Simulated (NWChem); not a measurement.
System: C6H5O, doublet; SMILES Oc1cc[c]cc1

NWChem printed, in part:

```
             Northwest Computational Chemistry Package (NWChem) 7.3.0
             --------------------------------------------------------

                             Geometry "geometry" -> ""
                             -------------------------

 Output coordinates in angstroms (scale by  1.889725989 to convert to a.u.)

  No.       Tag          Charge          X              Y              Z
 ---- ---------------- ---------- -------------- -------------- --------------
    1 O                    8.0000    -0.08087900    -2.24579300     0.00000000
    2 C                    6.0000    -0.01430200    -0.88398400     0.00000000
    3 C                    6.0000    -1.23450400    -0.17442300     0.00000000
    4 C                    6.0000    -1.23056300     1.23349200     0.00000000
    5 C                    6.0000     0.00206600     1.86734000     0.00000000
    6 C                    6.0000     1.22711600     1.22446100     0.00000000
    7 C                    6.0000     1.21223200    -0.18657100     0.00000000
    8 H                    1.0000     0.82821400    -2.59817800     0.00000000
    9 H                    1.0000    -2.17658000    -0.74297200     0.00000000
   10 H                    1.0000    -2.18166200     1.78930200     0.00000000
   11 H                    1.0000     2.18491100     1.76857400     0.00000000
   12 H                    1.0000     2.16233800    -0.74820100     0.00000000

 Effective nuclear repulsion energy (a.u.)     259.6627464585

                              NWChem Property Module
                              ----------------------

  itol2e modified to match energy
  convergence criterion.

                                 NWChem DFT Module
                                 -----------------

 Summary of "ao basis" -> "ao basis" (spherical)
 ------------------------------------------------------------------------------
       Tag                 Description            Shells   Functions and Types
 ---------------- ------------------------------  ------  ---------------------
 O                          iglo-ii                 10       22   5s4p1d
 C                          iglo-ii                 10       22   5s4p1d
 H                          iglo-ii                  4        6   3s1p

  itol2e modified to match energy
  convergence criterion.

            General Information
            -------------------
          SCF calculation type: DFT
          Wavefunction type:  spin polarized.
          No. of atoms     :    12
          No. of electrons :    49
           Alpha electrons :    25
            Beta electrons :    24
          Charge           :     0
          Spin multiplicity:     2
          Use of symmetry is: off; symmetry adaption is: off
          Maximum number of iterations: 150
          AO basis - number of functions:   184
                     number of shells:    90
          Convergence on energy requested:  1.00D-07
          Convergence on density requested:  1.00D-05
          Convergence on gradient requested:  5.00D-04

              XC Information
              --------------
                  TPSS hybrid Method XC Functional
                     Hartree-Fock (Exact) Exchange  0.100
                  TPSS metaGGA Exchange Functional  0.900
             TPSS03 metaGGA Correlation Functional  1.000

             Grid Information
             ----------------
          Grid used for XC integration:  fine
          Radial quadrature: Mura-Knowles
          Angular quadrature: Lebedev.
          Tag              B.-S. Rad. Rad. Pts. Rad. Cut. Ang. Pts.
          ---              ---------- --------- --------- ---------
          O                   0.60       70          12.0       590
          C                   0.70       70          12.0       590
          H                   0.35       60          13.0       590
          Grid pruning is: on
          Number of quadrature shells:   790
          Spatial weights used:  Erf1

      Superposition of Atomic Density Guess
      -------------------------------------

 Sum of atomic energies:        -303.28709734

      Non-variational initial energy
      ------------------------------

 Total energy =    -307.587635
 1-e energy   =    -923.579302
 2-e energy   =     356.328920
 HOMO         =      -0.185344
 LUMO         =      -0.014631

------------------------------------------------------------
EAF file 0: "./job.aoints.0" size=238026752 bytes
------------------------------------------------------------
               write      read    awrite     aread      wait
               -----      ----    ------     -----      ----
     calls:      454         0         0         0         0
   data(b): 2.38e+08  0.00e+00  0.00e+00  0.00e+00
   time(s): 0.00e+00  0.00e+00  0.00e+00  0.00e+00  0.00e+00
rate(mb/s): 0.00e+00  0.00e+00
------------------------------------------------------------

[...]

          ----------------------
          Hyperfine Interactions
          ----------------------

 Total Spin Density (Fermi Contact Term)
 ------------------ --------------------
     Atom            x         y         z       Density (a.u.)      Aiso(MHz)     Aiso(Gauss)
     1  17-O     -0.15284  -4.24393   0.00000       0.002819         -1.708954      -0.609796
     2  13-C     -0.02703  -1.67049   0.00000      -0.009179        -10.319212      -3.682145
     3  13-C     -2.33287  -0.32961   0.00000       0.048262         54.255201      19.359572
     4  13-C     -2.32543   2.33096   0.00000       0.012667         14.240611       5.081395
     5  13-C      0.00390   3.52876   0.00000       0.360630        405.417370     144.662755
     6  13-C      2.31891   2.31390   0.00000       0.013066         14.688675       5.241276
     7  13-C      2.29079  -0.35257   0.00000       0.050078         56.297342      20.088258
     8   1-H      1.56510  -4.90984   0.00000       0.000134          0.600998       0.214451
     9   1-H     -4.11314  -1.40401   0.00000       0.003189         14.255764       5.086802
    10   1-H     -4.12274   3.38129   0.00000       0.010300         46.041754      16.428815
    11   1-H      4.12888   3.34212   0.00000       0.010572         47.253942      16.861353
    12   1-H      4.08623  -1.41389   0.00000       0.002823         12.620569       4.503325

           -------------------------------------------
           Anisotropic Interaction (Spin-Dipolar Term)
           -------------------------------------------

 ------------------------------------------------------------
     Atom            x         y         z
 ------------------------------------------------------------
     1  17-O     -0.15284  -4.24393   0.00000

   Spin-Dipolar term (a.u.)
        xx             yy             zz             xy             xz             yz
 ------------------------------------------------------------------------------------------
       0.020823       0.028553      -0.049376       0.004460       0.000000      -0.000000

   Principal Comp. of -hf- tensor (au)            Anisotropic -hfcc- (MHz)               Anisotropic -hfcc- (Gauss)
 --------------------------------------------------------------------------------------------------------------------------
      0.018786     0.030590    -0.049376      -1.359371    -2.213445     3.572816      -0.485057    -0.789811     1.274867

   Orientation of the principal axis of Hyperfine Tensor w.r.t absolute (molecular) frame
 --------------------------------------------------------------------------------------------------------------------------
      0.909644     0.415388    -0.000000
     -0.415388     0.909644     0.000000
      0.000000     0.000000     1.000000

 ------------------------------------------------------------
     Atom            x         y         z
 ------------------------------------------------------------
     2  13-C     -0.02703  -1.67049   0.00000

   Spin-Dipolar term (a.u.)
        xx             yy             zz             xy             xz             yz
 ------------------------------------------------------------------------------------------
       0.020609       0.036046      -0.056655       0.000002      -0.000000       0.000000

   Principal Comp. of -hf- tensor (au)            Anisotropic -hfcc- (MHz)               Anisotropic -hfcc- (Gauss)
 --------------------------------------------------------------------------------------------------------------------------
      0.020609     0.036046    -0.056655       2.765476     4.837085    -7.602561       0.986789     1.725989    -2.712778

   Orientation of the principal axis of Hyperfine Tensor w.r.t absolute (molecular) frame
 --------------------------------------------------------------------------------------------------------------------------
      1.000000     0.000112     0.000000
     -0.000112     1.000000    -0.000000
     -0.000000     0.000000     1.000000

 ------------------------------------------------------------
     Atom            x         y         z
 ------------------------------------------------------------
     3  13-C     -2.33287  -0.32961   0.00000

   Spin-Dipolar term (a.u.)
        xx             yy             zz             xy             xz             yz
 ------------------------------------------------------------------------------------------
      -0.046259       0.049720      -0.003461       0.008026      -0.000000      -0.000000

   Principal Comp. of -hf- tensor (au)            Anisotropic -hfcc- (MHz)               Anisotropic -hfcc- (Gauss)
 --------------------------------------------------------------------------------------------------------------------------
     -0.046925     0.050386    -0.003461      -6.296915     6.761319    -0.464404      -2.246892     2.412603    -0.165711

   Orientation of the principal axis of Hyperfine Tensor w.r.t absolute (molecular) frame
 --------------------------------------------------------------------------------------------------------------------------
      0.996570     0.082757    -0.000000
     -0.082757     0.996570     0.000000
      0.000000    -0.000000     1.000000

 ------------------------------------------------------------
     Atom            x         y         z
 ------------------------------------------------------------
     4  13-C     -2.32543   2.33096   0.00000

   Spin-Dipolar term (a.u.)
        xx             yy             zz             xy             xz             yz
 ------------------------------------------------------------------------------------------
       0.062406       0.046149      -0.108555       0.063539      -0.000000      -0.000000

   Principal Comp. of -hf- tensor (au)            Anisotropic -hfcc- (MHz)               Anisotropic -hfcc- (Gauss)
 --------------------------------------------------------------------------------------------------------------------------
      0.118334    -0.009779    -0.108555      15.879313    -1.312226   -14.567086       5.666124    -0.468234    -5.197890

   Orientation of the principal axis of Hyperfine Tensor w.r.t absolute (molecular) frame
 --------------------------------------------------------------------------------------------------------------------------
      0.750631    -0.660722     0.000000
      0.660722     0.750631     0.000000
     -0.000000    -0.000000     1.000000

 ------------------------------------------------------------
     Atom            x         y         z
 ------------------------------------------------------------
     5  13-C      0.00390   3.52876   0.00000

   Spin-Dipolar term (a.u.)
        xx             yy             zz             xy             xz             yz
 ------------------------------------------------------------------------------------------
      -0.569177       0.970360      -0.401184       0.007905       0.000000       0.000000

   Principal Comp. of -hf- tensor (au)            Anisotropic -hfcc- (MHz)               Anisotropic -hfcc- (Gauss)
 --------------------------------------------------------------------------------------------------------------------------
     -0.569217     0.970401    -0.401184     -76.383533   130.218543   -53.835010     -27.255498    46.465136   -19.209638

   Orientation of the principal axis of Hyperfine Tensor w.r.t absolute (molecular) frame
 --------------------------------------------------------------------------------------------------------------------------
      0.999987     0.005135     0.000000
     -0.005135     0.999987    -0.000000
     -0.000000     0.000000     1.000000

 ------------------------------------------------------------
     Atom            x         y         z
 ------------------------------------------------------------
     6  13-C      2.31891   2.31390   0.00000

   Spin-Dipolar term (a.u.)
        xx             yy             zz             xy             xz             yz
 ------------------------------------------------------------------------------------------
       0.064026       0.046893      -0.110919      -0.063080       0.000000      -0.000000

   Principal Comp. of -hf- tensor (au)            Anisotropic -hfcc- (MHz)               Anisotropic -hfcc- (Gauss)
 --------------------------------------------------------------------------------------------------------------------------
      0.119119    -0.008199    -0.110919      15.984567    -1.100272   -14.884295       5.703682    -0.392604    -5.311078

   Orientation of the principal axis of Hyperfine Tensor w.r.t absolute (molecular) frame
 --------------------------------------------------------------------------------------------------------------------------
      0.753182     0.657812    -0.000000
     -0.657812     0.753182     0.000000
      0.000000    -0.000000     1.000000

 ------------------------------------------------------------
     Atom            x         y         z
 ------------------------------------------------------------
     7  13-C      2.29079  -0.35257   0.00000

   Spin-Dipolar term (a.u.)
        xx             yy             zz             xy             xz             yz
 ------------------------------------------------------------------------------------------
      -0.045241       0.049475      -0.004234      -0.003658      -0.000000      -0.000000

[...]
```

Level: TPSSh/IGLO-II, spin-unrestricted, contact and dipolar terms. In the optimisation the excess spin sits in a' (Cs, its own frame). Structure relaxed at the PBE-D3(BJ)/def2-SVP, spin-unrestricted level. No frequency run checked for a minimum. No stability test was run on the SCF state.

Task: Write an input that gives this output.

Result: This is not unique; one that fits is the input that was run:
```
start job
memory heap 200 mb stack 900 mb global 1100 mb
geometry units angstroms noautosym nocenter noautoz
  O     -0.080879    -2.245793     0.000000
  C     -0.014302    -0.883984     0.000000
  C     -1.234504    -0.174423     0.000000
  C     -1.230563     1.233492     0.000000
  C      0.002066     1.867340     0.000000
  C      1.227116     1.224461     0.000000
  C      1.212232    -0.186571     0.000000
  H      0.828214    -2.598178     0.000000
  H     -2.176580    -0.742972     0.000000
  H     -2.181662     1.789302     0.000000
  H      2.184911     1.768574     0.000000
  H      2.162338    -0.748201     0.000000
end
basis spherical
  O library iglo-ii
  C library iglo-ii
  H library iglo-ii
end
dft
  odft
  mult 2
  xc xctpssh
  iterations 150
  semidirect filesize 400000000
end
property
  hyperfine
end
task dft property
```
